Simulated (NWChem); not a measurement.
Species: GaPH₄; SMILES [PH2][GaH2]

All runs: NWChem. All runs use the structure optimised with PBE0/def2-SVP. B3LYP is NWChem's, with the RPA form of VWN correlation. Static field.

```
level                                              isotropic polarisability (bohr³)  anisotropy (bohr³)
-------------------------------------------------  --------------------------------  ------------------
PBE/def2-SVPD                                                                  63.8                30.4
B3LYP/def2-SVPD                                                                62.3                28.9
LC-BLYP (range parameter 0.33 per bohr)/def2-SVPD                              61.5                27.0
BHandHLYP/def2-SVPD                                                            59.9                26.0
```
